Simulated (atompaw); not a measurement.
# What one change does to a pseudopotential (xenon (Xe), PAW (atompaw))

```
Element                 : Xe (Z = 54)
Generator               : atompaw 4.2.0.5
Type                    : PAW
Functional              : PBE
Relativity              : scalar-relativistic
Frozen core             : [Kr]
Valence charge          : 18
Reference configuration : 4d10 5s2 5p6
Partial waves           : 5s (bound): rc 1.40 bohr; 5s channel at -1.05 Ry: rc 1.40 bohr; 5p (bound): rc 2.20 bohr; 5p channel at 0.85 Ry: rc 2.20 bohr; 4d (bound): rc 2.20 bohr; 4d channel at -3 Ry: rc 2.20 bohr
Local potential         : bessel scheme, radius 1.60 bohr
Core correction         : smooth core density matched at 2.00 bohr
Augmentation charge     : besselshape compensation charge, radius 1.95 bohr; PAW radius 2.20 bohr; waves and projectors: custom polynom vanderbiltortho
```

All-electron outer shells of the reference configuration (PBE, scalar-relativistic, ld1.x):

```json
{"shell": "4s", "level (eV)": "-197.46", "outermost node (bohr)": "0.36", "outermost maximum (bohr)": "0.66"}
{"shell": "4p", "level (eV)": "-141.27", "outermost node (bohr)": "0.36", "outermost maximum (bohr)": "0.69"}
{"shell": "4d", "level (eV)": "-59.38", "outermost node (bohr)": "0.34", "outermost maximum (bohr)": "0.75"}
{"shell": "5s", "level (eV)": "-19.74", "outermost node (bohr)": "0.85", "outermost maximum (bohr)": "1.63"}
{"shell": "5p", "level (eV)": "-8.23", "outermost node (bohr)": "0.92", "outermost maximum (bohr)": "1.91"}
```

Change: all radii scaled by about 1.04 (s 1.46, p 2.30, d 2.30 bohr); local potential bessel scheme, radius 1.66 bohr; augmentation besselshape compensation charge, radius 2.04 bohr; PAW radius 2.30 bohr; waves and projectors: custom polynom vanderbiltortho; core correction smooth core density matched at 2.08 bohr.

Cutoffs: the cutoffs (Ry, on a coarse ladder) from which the occupation-weighted sum of valence levels, in a spherical-Bessel basis at the reference potential, stays within 10 and 1 mRy of its value at 400 Ry; they do not see the model core or the augmentation charge, which bear on the density cutoff.

Q: What does the change do?

A: The potential gets softer (35 Ry and 55 Ry → 30 Ry and 50 Ry); both files keep a bound ghost (s). A larger radius leaves more room for a smooth pseudo-wave, so fewer plane waves are needed.

```csv
quantity,base,changed
"cutoff, loose",35 Ry,30 Ry
"cutoff, tight",55 Ry,50 Ry
loose cutoff by channel (10 mRy a level),"s 25 Ry, p 6 Ry, d 18 Ry","s 25 Ry, p 6 Ry, d 15 Ry"
bound ghosts,s,s
lowest overlap eigenvalue by channel,"s 0.53, p 0.35, d 0.97","s 0.48, p 0.39, d 0.97"
```

 A true bound ghost makes a file unfit for plane-wave use even where its test errors are small: the radial tests pick states by their node count and pass the ghost by. The cutoffs see the waves, projectors and local potential, not the compensation charge or the core.
